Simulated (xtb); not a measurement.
Pt, septet (GFN-xTB shapes and energies of metal compounds can be far from the true ones) (another spin typed on purpose, not shown lowest); GFN2-xTB run with xtb.

The xtb input:
```
$ xtb mol.xyz --gfn 2 --chrg 0 --uhf 6 --json

# file mol.xyz
1

Pt     0.00000000     0.00000000     0.00000000
```

Question: Write the output that xtb gives for this input, abridged.

Answer: 
```
   ID    Z sym.   atoms
    1   78 Pt     1

           -------------------------------------------------
          |                Calculation Setup                |
           -------------------------------------------------

           -------------------------------------------------
          |                 G F N 2 - x T B                 |
           -------------------------------------------------

          ...................................................
          :                      SETUP                      :
          :.................................................:
          :  # basis functions                  10          :
          :  # atomic orbitals                   9          :
          :  # shells                            3          :
          :  # electrons                        10          :
          :  max. iterations                   250          :
          :  Hamiltonian                  GFN2-xTB          :
          :  restarted?                      false          :
          :  GBSA solvation                  false          :
          :  PC potential                    false          :
          :  electronic temp.          300.0000000     K    :
          :  accuracy                    1.0000000          :
          :  -> integral cutoff          0.2500000E+02      :
          :  -> integral neglect         0.1000000E-07      :
          :  -> SCF convergence          0.1000000E-05 Eh   :
          :  -> wf. convergence          0.1000000E-03 e    :
          :  Broyden damping             0.4000000          :
          :  net charge                          0          :
          :  unpaired electrons                  6          :
          ...................................................

 iter      E             dE          RMSdq      gap      omega  full diag
   1     -3.7721495 -0.377215E+01  0.141E+01    0.00       0.0  T
   2     -3.7721495  0.310862E-14  0.113E+01    0.00       0.0  T
   3     -3.7721495 -0.111022E-13  0.871E+00    0.00       0.0  T
   4     -3.7721495 -0.173195E-13  0.697E+00    0.00       0.0  T
   5     -3.7721495  0.164313E-13  0.537E+00    0.00       0.0  T
   6     -3.7721495  0.133227E-14  0.395E+00    0.00       0.0  T
   7     -3.7721495  0.106581E-13  0.316E+00    0.00       0.0  T
   8     -3.7721495  0.932587E-14  0.253E+00    0.00       0.0  T
   9     -3.7721495 -0.111022E-13  0.202E+00    0.00       0.0  T
  10     -3.7721495  0.164313E-13  0.162E+00    0.00       0.0  T
  11     -3.7721495  0.794476E-12  0.124E+00    0.00       0.0  T
  12     -3.7721495  0.794480E-10  0.996E-01    0.00       0.0  T
  13     -3.7721495  0.785641E-08  0.797E-01    0.00       0.0  T
  14     -3.7721487  0.777090E-06  0.687E-01    0.00       0.0  T
  15     -3.7720720  0.766498E-04  0.259E+00    0.00       0.0  T
  16     -3.7650872  0.698484E-02  0.242E+01    0.02       0.0  T
  17     -3.6819284  0.831588E-01  0.904E+01    0.16       0.2  T
  18     -3.7070859 -0.251576E-01  0.846E+01    0.05       0.0  T
  19     -3.6903380  0.167480E-01  0.887E+01    0.11       0.1  T
  20     -3.6709269  0.194111E-01  0.103E+02    0.14       0.1  T
  21     -3.6498401  0.210868E-01  0.110E+02    0.40       0.4  T
  22     -3.6621502 -0.123102E-01  0.109E+02    0.19       0.2  T
  23     -3.6532522  0.889800E-02  0.108E+02    0.30       0.3  T
  24     -3.6578332 -0.458100E-02  0.108E+02    0.21       0.2  T
  25     -3.6474277  0.104056E-01  0.117E+02    0.45       0.5  T
  26     -3.6655659 -0.181382E-01  0.105E+02    0.16       0.2  T
  27     -3.6485311  0.170348E-01  0.111E+02    0.43       0.4  T
  28     -3.6679861 -0.194550E-01  0.109E+02    0.15       0.2  T
  29     -3.6485624  0.194237E-01  0.109E+02    0.43       0.4  T
  30     -3.6706633 -0.221009E-01  0.102E+02    0.14       0.1  T
  31     -3.6489255  0.217377E-01  0.115E+02    0.42       0.4  T
  32     -3.6732246 -0.242990E-01  0.102E+02    0.13       0.1  T
  33     -3.6492754  0.239491E-01  0.110E+02    0.42       0.4  T
  34     -3.6762986 -0.270231E-01  0.106E+02    0.12       0.1  T
  35     -3.6497999  0.264987E-01  0.108E+02    0.41       0.4  T
  36     -3.6804851 -0.306852E-01  0.982E+01    0.11       0.1  T
  37     -3.6506686  0.298164E-01  0.113E+02    0.40       0.4  T
  38     -3.6871995 -0.365308E-01  0.971E+01    0.09       0.1  T
  39     -3.6525374  0.346621E-01  0.108E+02    0.37       0.4  T
  40     -3.6996788 -0.471414E-01  0.947E+01    0.06       0.1  T
  41     -3.6588822  0.407966E-01  0.101E+02    0.30       0.3  T
  42     -3.7158301 -0.569479E-01  0.822E+01    0.00       0.0  T
  43     -3.7512328 -0.354026E-01  0.436E+01    0.05       0.0  T
  44     -3.6749017  0.763311E-01  0.957E+01    0.15       0.1  T
  45     -3.6969894 -0.220877E-01  0.943E+01    0.06       0.1  T
  46     -3.6533319  0.436575E-01  0.108E+02    0.41       0.4  T
  47     -3.7157446 -0.624126E-01  0.850E+01    0.01       0.0  T
  48     -3.7407167 -0.249721E-01  0.540E+01    0.07       0.1  T
  49     -3.7202387  0.204780E-01  0.784E+01    0.02       0.0  T
  50     -3.6469947  0.732440E-01  0.115E+02    0.54       0.5  T
  51     -3.7061850 -0.591902E-01  0.861E+01    0.05       0.1  T
  52     -3.7020645  0.412040E-02  0.805E+01    0.08       0.1  T
  53     -3.6591677  0.428969E-01  0.104E+02    0.22       0.2  T
  54     -3.6516568  0.751092E-02  0.112E+02    0.34       0.3  T
  55     -3.6548364 -0.317967E-02  0.112E+02    0.27       0.3  T
  56     -3.6535894  0.124702E-02  0.106E+02    0.29       0.3  T
  57     -3.6566838 -0.309437E-02  0.112E+02    0.23       0.2  T
  58     -3.6474914  0.919241E-02  0.115E+02    0.45       0.5  T
  59     -3.6650534 -0.175620E-01  0.103E+02    0.17       0.2  T
  60     -3.6484681  0.165853E-01  0.114E+02    0.43       0.4  T
  61     -3.6676388 -0.191707E-01  0.108E+02    0.15       0.2  T
  62     -3.6485316  0.191072E-01  0.108E+02    0.43       0.4  T
[...]
 183     -3.7108843 -0.370965E-01  0.895E+01    0.03       0.0  T
 184     -3.6737877  0.370965E-01  0.920E+01    0.23       0.2  T
 185     -3.7108843 -0.370965E-01  0.860E+01    0.03       0.0  T
 186     -3.6737877  0.370965E-01  0.955E+01    0.23       0.2  T
 187     -3.7108843 -0.370965E-01  0.895E+01    0.03       0.0  T
 188     -3.6737877  0.370965E-01  0.920E+01    0.23       0.2  T
 189     -3.7108843 -0.370965E-01  0.860E+01    0.03       0.0  T
 190     -3.6737877  0.370965E-01  0.955E+01    0.23       0.2  T
 191     -3.7108843 -0.370965E-01  0.895E+01    0.03       0.0  T
 192     -3.6737877  0.370965E-01  0.920E+01    0.23       0.2  T
 193     -3.7108843 -0.370965E-01  0.860E+01    0.03       0.0  T
 194     -3.6737877  0.370965E-01  0.955E+01    0.23       0.2  T
 195     -3.7108843 -0.370965E-01  0.895E+01    0.03       0.0  T
 196     -3.6737877  0.370965E-01  0.920E+01    0.23       0.2  T
 197     -3.7108843 -0.370965E-01  0.860E+01    0.03       0.0  T
 198     -3.6737877  0.370965E-01  0.955E+01    0.23       0.2  T
 199     -3.7108843 -0.370965E-01  0.895E+01    0.03       0.0  T
 200     -3.6737877  0.370965E-01  0.920E+01    0.23       0.2  T
 201     -3.7108843 -0.370965E-01  0.860E+01    0.03       0.0  T
 202     -3.6737877  0.370965E-01  0.955E+01    0.23       0.2  T
 203     -3.7108843 -0.370965E-01  0.895E+01    0.03       0.0  T
 204     -3.6737877  0.370965E-01  0.920E+01    0.23       0.2  T
 205     -3.7108843 -0.370965E-01  0.860E+01    0.03       0.0  T
 206     -3.6737877  0.370965E-01  0.955E+01    0.23       0.2  T
 207     -3.7108843 -0.370965E-01  0.895E+01    0.03       0.0  T
 208     -3.6737877  0.370965E-01  0.920E+01    0.23       0.2  T
 209     -3.7108843 -0.370965E-01  0.860E+01    0.03       0.0  T
 210     -3.6737877  0.370965E-01  0.955E+01    0.23       0.2  T
 211     -3.7108843 -0.370965E-01  0.895E+01    0.03       0.0  T
 212     -3.6737877  0.370965E-01  0.920E+01    0.23       0.2  T
 213     -3.7108843 -0.370965E-01  0.860E+01    0.03       0.0  T
 214     -3.6737877  0.370965E-01  0.955E+01    0.23       0.2  T
 215     -3.7108843 -0.370965E-01  0.895E+01    0.03       0.0  T
 216     -3.6737877  0.370965E-01  0.920E+01    0.23       0.2  T
 217     -3.7108843 -0.370965E-01  0.860E+01    0.03       0.0  T
 218     -3.6737877  0.370965E-01  0.955E+01    0.23       0.2  T
 219     -3.7108843 -0.370965E-01  0.895E+01    0.03       0.0  T
 220     -3.6737877  0.370965E-01  0.920E+01    0.23       0.2  T
 221     -3.7108843 -0.370965E-01  0.860E+01    0.03       0.0  T
 222     -3.6737877  0.370965E-01  0.955E+01    0.23       0.2  T
 223     -3.7108843 -0.370965E-01  0.895E+01    0.03       0.0  T
 224     -3.6737877  0.370965E-01  0.920E+01    0.23       0.2  T
 225     -3.7108843 -0.370965E-01  0.860E+01    0.03       0.0  T
 226     -3.6737877  0.370965E-01  0.955E+01    0.23       0.2  T
 227     -3.7108843 -0.370965E-01  0.895E+01    0.03       0.0  T
 228     -3.6737877  0.370965E-01  0.920E+01    0.23       0.2  T
 229     -3.7108843 -0.370965E-01  0.860E+01    0.03       0.0  T
 230     -3.6737877  0.370965E-01  0.955E+01    0.23       0.2  T
 231     -3.7108843 -0.370965E-01  0.895E+01    0.03       0.0  T
 232     -3.6737877  0.370965E-01  0.920E+01    0.23       0.2  T
 233     -3.7108843 -0.370965E-01  0.860E+01    0.03       0.0  T
 234     -3.6737877  0.370965E-01  0.955E+01    0.23       0.2  T
 235     -3.7108843 -0.370965E-01  0.895E+01    0.03       0.0  T
 236     -3.6737877  0.370965E-01  0.920E+01    0.23       0.2  T
 237     -3.7108843 -0.370965E-01  0.860E+01    0.03       0.0  T
 238     -3.6737877  0.370965E-01  0.955E+01    0.23       0.2  T
 239     -3.7108843 -0.370965E-01  0.895E+01    0.03       0.0  T
 240     -3.6737877  0.370965E-01  0.920E+01    0.23       0.2  T
 241     -3.7108843 -0.370965E-01  0.860E+01    0.03       0.0  T
 242     -3.6737877  0.370965E-01  0.955E+01    0.23       0.2  T
 243     -3.7108843 -0.370965E-01  0.895E+01    0.03       0.0  T
 244     -3.6737877  0.370965E-01  0.920E+01    0.23       0.2  T
 245     -3.7108843 -0.370965E-01  0.860E+01    0.03       0.0  T
 246     -3.6737877  0.370965E-01  0.955E+01    0.23       0.2  T
 247     -3.7108843 -0.370965E-01  0.895E+01    0.03       0.0  T
 248     -3.6737877  0.370965E-01  0.920E+01    0.23       0.2  T
 249     -3.7108843 -0.370965E-01  0.860E+01    0.03       0.0  T
 250     -3.6737877  0.370965E-01  0.955E+01    0.23       0.2  T

   *** convergence criteria cannot be satisfied within 250 iterations ***

         #    Occupation            Energy/Eh            Energy/eV
      -------------------------------------------------------------
         1        1.6985           -0.5617912             -15.2871
         2        1.6848           -0.5617302             -15.2855
         3        1.2959           -0.5601695             -15.2430
         4        1.1816           -0.5595623             -15.2265
         5        1.1391           -0.5592614             -15.2183
         6        1.0000           -0.4875899             -13.2680
         7        0.9996           -0.2762510              -7.5172
         8        0.9881           -0.2729972              -7.4286 (HOMO)
         9        0.0123           -0.2646341              -7.2011 (LUMO)
      -------------------------------------------------------------
                  HL-Gap            0.0083631 Eh            0.2276 eV
             Fermi-level           -0.4148965 Eh          -11.2899 eV

ERROR STOP

Error termination. Backtrace:

########################################################################
[ERROR] Program stopped due to fatal error
-3- Single point calculation terminated
-2- xtb_calculator_singlepoint: Electronic structure method terminated
-1- scf: Self consistent charge iterator did not converge
########################################################################

abnormal termination of xtb
```

The run did not converge; its last values are not results.
